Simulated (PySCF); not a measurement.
CH3, SMILES [CH3+], charge +1.

Geometry optimised at ωB97X-D3(BJ)/def2-TZVPD.

Two levels are set side by side: TDA-PBE/def2-TZVPD (PySCF) and TDA-LC-ωPBE/def2-TZVPD (PySCF). Vertical, same geometry. The lowest singlet is HOMO→LUMO 100 % with PBE and HOMO→LUMO 99 % with the other functional; states are paired by order. Differences are taken from unrounded values.

```
quantity                               TDA-LC-ωPBE
-------------------------------------  -----------
lowest singlet excitation (eV)                5.92
lowest triplet excitation (TDA) (eV)          4.61
first bright state (f over 0.05) (eV)        15.16
its oscillator strength                       0.23
```

### Question
What does TDA-PBE give, and how far is it from TDA-LC-ωPBE? (An estimate is asked for; the answer gives what the named calculation found.)

### Answer

```csv
quantity,TDA-PBE,TDA-PBE minus TDA-LC-ωPBE
lowest singlet excitation (eV),5.82,-0.09
lowest triplet excitation (TDA) (eV),4.56,-0.04
first bright state (f over 0.05) (eV),14.19,-0.97
its oscillator strength,0.16,-0.07
```

Rough cost on one machine, each run with all the roots and properties that it gave: TDA-LC-ωPBE against TDA-PBE within a factor of 2.
